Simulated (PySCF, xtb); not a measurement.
SiCl2I2, SMILES Cl[Si](Cl)(I)I.

GFN2-xTB (xtb) at its own geometry gives an orbital gap of 5.28 eV and a dipole moment of 5.52 D.

Geometry: PBE0-D3(BJ)/def2-SVP. The def2 effective core potentials stand for the cores of I; spin–orbit coupling is left out.

### Question
What does PySCF with CAM-B3LYP/def2-TZVP give? (The exact figures need the calculation; the answer reports its results.)

### Answer
gap 8.07 eV (levels -9.14 and -1.06 eV), dipole 0.57 D.
